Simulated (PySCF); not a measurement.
# Dipole response of Ar (argon, neutral)

[Ar], closed-shell 1S. Calculation: PySCF 2.14, in dyall-av3z (19s12p3d2f, 84 functions); the spin-free X2C one-electron Hamiltonian (Gaussian nucleus). Coupled (time-dependent) response in atomic units; α is the mean over directions.

```
method  mean α (bohr³)  C₆ (like pair)  S(−4)
   UHF           10.43           60.80  22.26
   PBE           11.37           67.54  29.60
  PBE0           10.98           64.68  26.34
  PW91           11.32           67.13  29.32
  BLYP           11.51           68.50  30.89
```

S(−4) is the Cauchy moment in α(ω) = α(0) + S(−4) ω² + …

Reference α: 11.083 ± 0.007 bohr³ (recommended; Schwerdtfeger and Nagle, table of static dipole polarizabilities (2023 update)). Published C₆: 64.20 (Chu and Dalgarno (2004); Tang, Norbeck and Certain (1976)).

α(iu) at PBE0:

```csv
u (hartree),α(iu) (bohr³)
0,10.98
0.0500,10.92
0.100,10.73
0.200,10.05
0.300,9.142
0.500,7.214
0.750,5.229
1.00,3.834
1.50,2.226
2.00,1.425
3.00,0.7185
5.00,0.2894
```

A single London oscillator, α(iu) = α/(1 + u²/ω²), gives C₆ = (3/4) ω α². Matching the computed C₆ needs ω = 4 × 64.68 / (3 × 10.98²) = 0.715 hartree.
